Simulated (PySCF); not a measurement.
def2 core potentials replace the inner electrons of Sn.

Z-matrix (Å, degrees):
```
Sn
O 1 1.9699
C 2 1.4038 1 121.40
H 3 1.1033 2 108.41 1 159.96
H 3 1.1048 4 107.91 2 122.75
H 3 1.1072 4 107.42 5 115.92
O 1 1.9829 2 111.67 3 80.51
C 7 1.3987 1 121.64 2 -45.47
H 8 1.1035 7 108.76 1 -175.59
H 8 1.1072 9 107.30 7 122.21
H 8 1.1077 9 107.26 10 115.25
O 1 1.9837 2 101.62 3 -32.64
C 12 1.3997 1 120.96 2 166.31
H 13 1.1033 12 108.57 1 -172.17
H 13 1.1070 14 107.47 12 -122.65
H 13 1.1078 14 107.23 15 -115.14
C 1 2.1083 2 114.23 3 -161.91
C 17 1.3352 1 118.96 2 -120.87
H 17 1.0946 18 121.45 1 179.83
H 18 1.0953 17 121.91 19 -179.69
H 18 1.0966 20 116.86 17 -179.71
```
Charge 0, spin multiplicity 1.

Question: What is the computed hole reorganisation energy (four-point), S1 oscillator strength and dipole moment (CAM-B3LYP-D3(BJ)/def2-SVP // PBE0-D3(BJ)/def2-SVP (PySCF))?

Answer: 
hole reorganisation energy (four-point): 1.750 eV
S1 oscillator strength: 0.005
dipole moment: 1.41 D
